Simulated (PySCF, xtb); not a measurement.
2-(1-methylpyrrol-2-yl)-1,3,4-oxadiazole (C7H7N3O), SMILES Cn1cccc1-c1nnco1.

GFN2-xTB run with xtb at its own geometry gives an orbital gap of 3.30 eV and a dipole moment of 2.45 D.

Coordinates come from a r2SCAN-D4/def2-SVP optimisation. Other conformers were not sampled.

**Question.** What does PySCF with PBE/def2-SVP give? (Estimate from the structure and the level; the computed values follow.)

**Answer.** gap 3.51 eV (levels -5.25 and -1.75 eV), dipole 2.13 D.
